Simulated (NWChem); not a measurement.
A series in which one site is exchanged, each optimised at PBE0/def2-SVP with NWChem, gas phase unless a solvent is named. All stand in one matching conformer (torsions within 35°), which need not be the lowest. This build's default masses of Se (78.918 u) and Br (79.917 u) are each other's, which moves their modes by up to 0.6 %. For some, no frequency run checked for a minimum. def2 effective core potentials on Te; no spin-orbit coupling.

A: Br[Te]O (HTeOBr; site = Te)
B: [OH][Zn][Br] (ZnHOBr; site = Zn)
C: O[Se]Br (HSeOBr; site = Se)
D: [OH][Ca][Br] (CaHOBr; site = Ca)

Values for A:

- dipole (D), PBE0/def2-SVP: 2.18
- orbital gap (eV), PBE0/def2-SVP: 3.92
- static polarisability, PBE/def2-SVPD (bohr³): 71.3
- lowest singlet excitation, PBE/def2-SVPD, TDA (eV): 2.29

How do these values change for the other members?


```
change from A                                           B      C      D
--------------------------------------------------  -----  -----  -----
dipole (D), PBE0/def2-SVP                           -0.41  -0.37  +2.08
orbital gap (eV), PBE0/def2-SVP                     +2.88  +0.52  +1.59
static polarisability, PBE/def2-SVPD (bohr³)        -19.3  -12.3  -10.9
lowest singlet excitation, PBE/def2-SVPD, TDA (eV)  +2.42  +0.34  +1.48
```
